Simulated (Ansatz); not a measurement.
Program: Ansatz. Geometries: PBE0-D4/def2-TZVP. ΔE: electronic, gas phase. CCSD(T)/CBS adds triple-zeta CCSD(T) − MP2 to the extrapolated MP2 energy (def2 sets, frozen cores). Functionals use def2-TZVPP. B3LYP here is the variant with VWN-RPA as its local correlation; programs differ in this. One conformer a species, not always the lowest.

`BO[SiH](N)[SiH3]` + `[OH][Al]([SH])[Cl]` → `[SiH3][O][Al]([SH])[Cl]` + `BO[SiH2]N`  (cleavage of the Si–Si bond)

| level | ΔE (kcal/mol) | difference from CCSD(T)/CBS |
| --- | --- | --- |
| PBE-D4 | -20.1 | 7.2 |
| r2SCAN-D4 | -25.4 | 1.9 |
| PBE0-D4 | -22.7 | 4.6 |
| B3LYP-D4 | -27.0 | 0.3 |
| ωB97X-V | -26.5 | 0.8 |
| ωB97M-V | -27.4 | -0.1 |
| B2PLYP | -29.0 | -1.7 |
| PBE | -20.8 | 6.5 |
| r2SCAN | -25.5 | 1.8 |
| PBE0 | -23.4 | 3.9 |
| B3LYP | -28.3 | -1.0 |
| HF/def2-TZVPP | -36.0 | -8.7 |
| MP2/def2-TZVPP | -29.2 | -1.9 |
| SCS-MP2/def2-TZVPP | -30.7 | -3.4 |
| CCSD/def2-TZVPP | -28.8 | -1.5 |
| CCSD(T)/def2-TZVPP | -27.5 | -0.2 |
| HF/def2-QZVPP | -36.7 | -9.4 |
| MP2/def2-QZVPP | -29.3 | -2.0 |
| SCS-MP2/def2-QZVPP | -30.8 | -3.5 |
| HF/CBS(def2) | -36.8 | -9.5 |
| MP2/CBS(def2) | -29.0 | -1.7 |
| CCSD/CBS(def2) | -28.5 | -1.2 |
| CCSD(T)/CBS | -27.3 | 0 |

Largest T1 diagnostic among the species: 0.013.

In def2-TZVPP, CCSD(T) changes the Hartree–Fock value by +8.5 kcal/mol (the triples alone add +1.2 kcal/mol) and MP2 by +6.8 kcal/mol. The D4 term adds +1.3 kcal/mol with B3LYP and +0.7 kcal/mol with PBE0; it sums over pairs of atoms, weighted by their polarisabilities, and B3LYP, whose exchange is more repulsive, gets the larger term.
